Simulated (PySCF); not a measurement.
Two-component Hartree-Fock for Ca(2+) (calcium, charge +2)

Start: [Ar]. Calculated with PySCF 2.14 in an uncontracted even-tempered set (22 s from 0.0095 bohr⁻², ratio 2.6; 16 p from 0.012 bohr⁻², ratio 2.6; 8 d from 0.013 bohr⁻², ratio 2.8; 3 f from 2.3 bohr⁻², ratio 2.8): generalised Hartree-Fock with the X2C-1e Hamiltonian and a Gaussian nucleus; spin-orbit coupling (SO) screened by Boettger's factors.

```tsv
spinor shell	electrons	ε, screened SO (eV)	weight of nominal j (screened SO)	rms radius, screened SO (bohr)
1s1/2	2	-4099.8	1.000	0.0888
2s1/2	2	-476.54	1.000	0.393
2p1/2	2	-388.67	1.000	0.361
2p3/2	4	-384.82	1.000	0.363
3s1/2	2	-76.095	1.000	1.24
3p1/2	2	-51.366	1.000	1.36
```

Q: Where does 3p3/2 lie, and what is the 3p spin-orbit splitting (screened SO)?

A: At -50.935 eV, 0.431 eV above 3p1/2.

| quantity | screened SO |
| --- | --- |
| E (hartree) | -679.02515 |
| M_J | 0 |
| ⟨J²⟩ | 0.000 |
| ⟨L²⟩ | 0.000 |
| ⟨S²⟩ | 0.000 |
